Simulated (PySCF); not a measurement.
Compound: FeI2 (quintet state).
Geometry (PBE0-D3(BJ)/def2-SVP, Å), atoms numbered from 1 in this order:
```
atom  x, y, z in Å
Fe1    0.000    0.000    0.000
I2    -0.083   -0.050    2.489
I3     0.084    0.050   -2.489
```

Level of theory: PBE0-D3(BJ)/def2-SVP geometry optimisation, gas phase, def2 core potentials past Kr (PySCF 2.14.0).

Q: Which atoms are bound to Fe1, and at what distances?

A: 2 atoms: I3 2.491 Å, I2 2.491 Å.

Q: What is the shape at Fe1?

A: Linear: angle 180.0°.

Q: What are the rotational constants (commonest isotopes, rigid rotor)?

A: B = 320.9 MHz (linear).

Point group: D∞h (every atom within 0.08 Å of its image). Charge 0, quintet. ⟨S²⟩ = 6.013 (exact for a quintet: 6.00). Not checked by PBE0-D3(BJ)/def2-SVP frequencies.

The run took 37 s wall on one thread, x86-64 server, no GPU, on a shared host. This is the geometry optimisation.

For an open-shell metal species like this, the optimisation's SCF solution wasn't tested for stability and no frequencies at its level were run, so a lower state or another shape may exist.
